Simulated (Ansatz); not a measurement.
BH4InTe, SMILES `[InH2][BH][TeH]`. Charge 0, multiplicity 1. In, Te: def2 effective core potential.

Cartesian coordinates in Å:
```
In 0.893 -0.225 -1.022
B -0.745 -0.677 0.421
Te -1.477 0.683 1.846
H 2.559 -0.496 -0.638
H 0.582 0.466 -2.578
H -1.326 -1.720 0.492
H -0.486 1.969 1.480
```

Q: What are the harmonic wavenumbers in cm⁻¹ at PBE0-D4/def2-TZVP (Ansatz, finite differences of forces, unscaled)? (Estimate.)

A: Ansatz gave: 71, 115, 234, 355, 381, 501, 595, 649, 706, 716, 913, 1784, 1793, 2118, 2624.

Q: Is this a minimum?

A: Yes, all 15 modes are real.

Q: Give the ideal-gas thermochemistry at 298.15 K and 1 bar (rigid rotor, harmonic oscillator; point group Cs, symmetry number 1).

A: Zero-point energy 81.1 kJ/mol; H(298) − E = 100.1 kJ/mol; entropy 352.9 J/(mol·K), of which translation 178.1, rotation 118.2, vibration 56.7; G(298) − E = -5.1 kJ/mol. Modes under 100 cm⁻¹ are hindered rotations or soft bends, so the harmonic entropy is rough.

Q: And at 400, 500, 600, 800 and 1000 K?

A: 
```json
{"T (K)": "400", "H − E (kJ/mol)": "110.2", "S (J/mol/K)": "381.9", "G − E (kJ/mol)": "-42.6"}
{"T (K)": "500", "H − E (kJ/mol)": "121.1", "S (J/mol/K)": "406.2", "G − E (kJ/mol)": "-82.0"}
{"T (K)": "600", "H − E (kJ/mol)": "132.7", "S (J/mol/K)": "427.4", "G − E (kJ/mol)": "-123.7"}
{"T (K)": "800", "H − E (kJ/mol)": "157.8", "S (J/mol/K)": "463.3", "G − E (kJ/mol)": "-212.9"}
{"T (K)": "1000", "H − E (kJ/mol)": "184.5", "S (J/mol/K)": "493.2", "G − E (kJ/mol)": "-308.6"}
```
